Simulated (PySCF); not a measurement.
Level of theory: shielding tensors at PBE0/pcSseg-1 (GIAO), coordinates at the GFN2-xTB level, in PySCF 2.14.0 with density-fitted response routines (non-relativistic, single conformer, rapidly exchanging positions averaged, no solvent).

Scale: ¹H (σ = 31.72 ppm), ¹³C (σ = 186.93 ppm) against TMS (reference shieldings calculated alike). Shifts are as computed. Against solution values, carbons near 30 ppm lie about +3 ppm off and those near 130 ppm about +5 ppm (rms about the fit 2.1 ppm; single classes can miss by 10 ppm). Of 1328 compounds with measured shifts, 309 miss one by over three times the rms of a fit or turn the order of signals round; such compounds aren't used in these exercises. Signals without a measured value on file couldn't be tested in this way; 1H shifts scatter by 0.2 ppm about their fit, and single ones miss by 0.5 ppm.

Task: Order these molecules by the shift of their most shielded carbon, lowest δ first.
A. N#C[C@@H]1CC[C@H]2O[C@H]2C1
B. N#C[C@@H]1OC[C@@]12CO[C@H]2F
C. COCc1ccccn1
D. C=CCCC(C)=O

Result: A (23.3 ppm, sp3 CH α to a nitrile), D (32.2 ppm, methyl carbon α to a carbonyl), B (50.8 ppm, quaternary sp3 carbon in a ring), C (58.7 ppm, methyl carbon bonded to O).

Task: Order these molecules by the shift of their most deshielded carbon, lowest δ first.
A. COCc1ccccn1
B. c1ccn([C@@H]2CCO2)c1
C. C=CCCC(C)=O

Result: B (121.4 ppm, aromatic CH next to a ring nitrogen), A (166.8 ppm, substituted aromatic carbon next to a ring nitrogen), C (210.8 ppm, ketone carbonyl carbon).

Task: How many ¹³C and ¹H signals does each give (equivalence by symmetry and fast rotation, but not about amide C–N or C=N bonds)? `N#C[C@@H]1OC[C@@]12CO[C@H]2F`, `C=CCCC(C)=O`, `COCc1ccccn1`, `c1ccn([C@@H]2CCO2)c1`, `N#C[C@@H]1CC[C@H]2O[C@H]2C1`

Result: N#C[C@@H]1OC[C@@]12CO[C@H]2F: 6 C, 6 H; C=CCCC(C)=O: 6 C, 6 H; COCc1ccccn1: 7 C, 6 H; c1ccn([C@@H]2CCO2)c1: 5 C, 7 H; N#C[C@@H]1CC[C@H]2O[C@H]2C1: 7 C, 9 H.
